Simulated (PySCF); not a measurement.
## Telling isomers of C₅H₁₁ClOSi₂ apart by NMR

[PySCF 2.14.0 with density-fitted response routines: GFN2-xTB structure; NMR shieldings at PBE0/pcSseg-1/GIAO; non-relativistic Hamiltonian; no solvent; one averaged value for each set of equivalent atoms; one conformer]

Shifts are taken against calculated references (same method and geometry level): 1H (σref 31.72), 13C (σref 186.93) vs TMS. Where no couplings were computed, multiplicities follow the n + 1 count of equivalent neighbours, and m marks all less simple cases (inequivalent or close neighbours, rings, F or P nearby). Shifts are as computed. Against solution values, carbons near 30 ppm lie about +3 ppm off and those near 130 ppm about +5 ppm; carbons on Cl a further +6 ppm. Of 1211 compounds with measured shifts, 218 miss one by over three times the rms of a fit or turn the order of signals round; such compounds aren't used in these exercises. Carbons bonded to Cl come out too deshielded. OH and NH positions are gas-phase values without hydrogen bonding to other molecules.

(1) Tabulate the signals of `OCCC1=C(CCl)[SiH2][SiH2]1`, `C[SiH2]/C=C(/Cl)C(=O)C[SiH3]` and their relative energies.

(2) What is the quickest way to tell OCCC1=C(CCl)[SiH2][SiH2]1 from C[SiH2]/C=C(/Cl)C(=O)C[SiH3]?

## Answers

(1) 
```json
{"SMILES": "OCCC1=C(CCl)[SiH2][SiH2]1", "carbon types": "2×C 3×CH2", "δC": "178.5, 168.2, 64.2, 48.1, 41.7", "δH": "4.82 (m, 2H), 4.65 (m, 2H), 4.39 (s, 2H), 3.89 (t, 2H), 2.62 (t, 2H), 1.56 (br s, 1H)", "E rel. (kcal/mol)": "13.5"}
{"SMILES": "C[SiH2]/C=C(/Cl)C(=O)C[SiH3]", "carbon types": "2×C 1×CH 1×CH2 1×CH3", "δC": "202.9, 160.3, 147.0, 26.3, -6.4", "δH": "7.42 (t, 1H), 4.51 (m, 2H), 4.01 (t, 3H), 2.63 (q, 2H), 0.26 (t, 3H)", "E rel. (kcal/mol)": "0.0"}
```

Energies are electronic energies at PBE0/pcSseg-1 on these geometries, without zero-point or thermal terms, each for the one conformer computed, which needn't be the lowest.

(2) Both give the same number of carbon signals, but DEPT or the intensities differ. The first has an sp3 CH2 bonded to O at 64.2 ppm, the second a β carbon of a C=C–C=O unit (CH) at 160.3 ppm. Their most deshielded carbons lie at 178.5 and 202.9 ppm. In the proton spectra the most deshielded non-exchanging signals are 4.82 (m, 2H) and 7.42 (t, 1H).
